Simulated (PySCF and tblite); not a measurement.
Results of a calculation; reference values are marked as such.
2 regioisomers of C₆H₈Se:

```
isomer                                             SMILES
     A  [CH:1]#[C:2][C@@H:3]1[CH2:4][CH2:5][CH2:6][Se:7]1
     B  [CH:1]#[C:2][C@@H:3]1[CH2:4][CH2:5][Se:6][CH2:7]1
```

Protocol: conformer search, at most 6 conformers an isomer, GFN2-xTB geometries, energies PBE0/pcSseg-1 (D3(BJ) added where defined), GIAO shieldings PBE0/pcSseg-1, weights at 298.15 K with GFN2-xTB thermal terms. Programs: PySCF with density fitting and tblite.

Question: What shifts does each isomer give (ppm; of two unlike H on one atom, a is the less shielded)?

Answer: 
A: ¹H (against TMS): 4.08 (H3, 1H), 3.18 (H6a, 1H), 2.98 (H6b, 1H), 2.33 (H5a, 1H), 2.05 (H1, 1H), 2.05 (H4a, 1H), 2.03 (H5b, 1H), 1.90 (H4b, 1H). ¹³C (against TMS): 91.3 (C2), 81.4 (C1), 43.5 (C4), 40.5 (C3), 36.7 (C6), 35.5 (C5). ⁷⁷Se (against Me2Se): 460.6 (Se7).

B: ¹H (against TMS): 3.18 (H5a, 1H), 3.07 (H7a, 1H), 3.02 (H7b, 1H), 2.95 (H5b, 1H), 2.92 (H3, 1H), 2.05 (H4a, 1H), 1.98 (H4b, 1H), 1.58 (H1, 1H). ¹³C (against TMS): 89.8 (C2), 77.0 (C1), 42.8 (C4), 40.3 (C7), 37.4 (C3), 34.3 (C5). ⁷⁷Se (against Me2Se): 184.9 (Se6).

Spin–orbit effects of the heavy atoms on shieldings are missing. Shifts are unscaled: against experiment ¹³C can be off by 15 ppm or more and ¹H by 0.8 ppm.
